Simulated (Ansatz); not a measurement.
The same path of BrH + ClH4NO2Zr (11 atoms, charge 0, multiplicity 1) was run twice with different band settings. Lost on the way: Br10–H11. Made: Zr1–Br10, N2–H11.

The calculation used Ansatz, RHF/def2-SVP.

Relaxed end points:

```xyz
11
Properties=species:S:1:pos:R:3
Zr 0.005 -0.388 -0.021
N 0.522 0.055 1.916
H -0.073 -0.072 2.719
H 1.465 0.186 2.245
O 1.587 -1.020 -0.897
H 2.296 -1.357 -1.414
Cl -0.772 1.618 -1.130
O -1.425 -1.661 0.036
H -2.114 -2.295 -0.046
Br 0.449 3.661 3.157
H 0.362 2.427 2.470
```

```xyz
11
Properties=species:S:1:pos:R:3
Zr -0.085 0.493 0.095
N 0.718 -0.030 2.362
H 0.205 -0.821 2.719
H 1.693 -0.279 2.328
O 1.635 -0.254 -0.368
H 2.244 -0.540 -1.027
Cl -0.869 0.973 -2.146
O -1.455 -0.769 0.604
H -2.219 -1.271 0.377
Br -0.177 2.920 1.076
H 0.613 0.730 3.015
```

Common settings: movable images 5; climbing image yes; spring 5.0 eV/Å²; optimiser quadratic models (default); start path through a guess of the saddle point; iteration limit 60; end points relaxed.

| run | force threshold |
| --- | --- |
| 1 | 0.05 eV/Å |
| 2 | 0.2 eV/Å |

Task: What does each run give, and how far can it be trusted?

Result: Run 1: converged after 35 iterations, highest image 0.047 eV above the first end. A vibrational analysis at the climbing image gives no mode beyond 40i cm⁻¹: the surface is too flat there to confirm a saddle point.
Run 2: converged after 22 iterations, highest image 0.052 eV above the first end. The threshold of 0.2 eV/Å is loose, so the images may lie well off the minimum-energy path. The order of the point at the top wasn't checked.
The orbitals stay closed-shell, which can raise the energy where a bond breaks towards radicals; this wasn't checked here.
